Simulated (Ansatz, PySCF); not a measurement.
SeCl₃, SMILES Cl[Se+](Cl)Cl, charge +1.

Geometry: ωB97X-D3(BJ)/def2-SVP. The spin state was assumed, not searched. The isomer is the one that the SMILES or the coordinates give; other isomers of the formula were not compared.

Vertical ionisation energy (IE) and electron affinity (EA) in eV. Rows of orbital energies are one-electron estimates. Where ΔSCF, EOM or ADC give a negative EA the extra electron is unbound and the value depends on the basis.

```
level                                                                   IE    EA
-------------------------------------------------------------------  -----  ----
−ε(HOMO), −ε(LUMO), PBE0/def2-TZVPD (PySCF)                          15.14  8.74
−ε(HOMO), −ε(LUMO), PBE/def2-TZVPD (PySCF)                               …     …
ΔSCF, PBE0/def2-SVPD (Ansatz), final states of multiplicity 2 and 2  17.42  6.93
ΔSCF, PBE/def2-SVPD (Ansatz), final states of multiplicity 2 and 2   16.99  6.86
```

### Question
Complete the blanks. (Estimate from the structure and the level; the computed values follow.)

### Answer

- −ε(HOMO), −ε(LUMO), PBE/def2-TZVPD (PySCF), IE: 13.83
- −ε(HOMO), −ε(LUMO), PBE/def2-TZVPD (PySCF), EA: 9.64

### Question
What vertical singlet–triplet gap does ΔSCF give with PBE0/def2-SVPD (Ansatz, a quantum-chemistry and plane-wave program) and with PBE/def2-SVPD (Ansatz)? (Estimate from the structure and the level; the computed values follow.)

### Answer
4.30 and 4.14 eV (triplet above singlet where positive).
